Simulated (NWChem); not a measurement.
Basis-set convergence for tin monoxide (OSn)

```xyz
2

Sn     0.0000     0.0000     0.2536
O      0.0000     0.0000    -1.5848
```
Charge 0, spin multiplicity 1.

Everything below was run with NWChem. The geometry was optimised at PBE0/def2-SVP with def2 effective core potentials on Sn, a minimum by its harmonic frequencies.

Quantity: LUMO energy at the level PBE.

Effective core potentials replace the inner electrons of Sn; spin-orbit coupling is left out.

```tsv
basis	functions	LUMO energy (eV)
def2-SVP	40	?
def2-SVPD	55	?
def2-TZVP	81	-2.98
def2-TZVPP	81	-2.98
def2-TZVPD	96	?
def2-QZVP	139	-3.04
```

### Question
Some entries are withheld; supply them.

### Answer

- def2-SVP, LUMO energy (eV): -2.81
- def2-SVPD, LUMO energy (eV): -3.08
- def2-TZVPD, LUMO energy (eV): -3.06
